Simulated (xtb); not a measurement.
xtb input:

```bash
xtb mol.xyz --gfn 2 --sp --chrg 1 --uhf 0
```
mol.xyz:
```
7

N     -1.09895445     0.24210559     0.04933160
C      0.18292093     0.38685930    -0.06554635
O      1.06504916    -0.54321309    -0.00639096
H     -1.55012573    -0.65357977     0.20314888
H     -1.70318167     1.05336799    -0.01456906
H      0.59089722     1.37957484    -0.22917117
H      0.73717246    -1.44955323     0.13967593
```

Question: What final total energy does it print?

Answer: -10.70639 Eh (GFN2-xTB).

It need not be the lowest isomer of its formula.
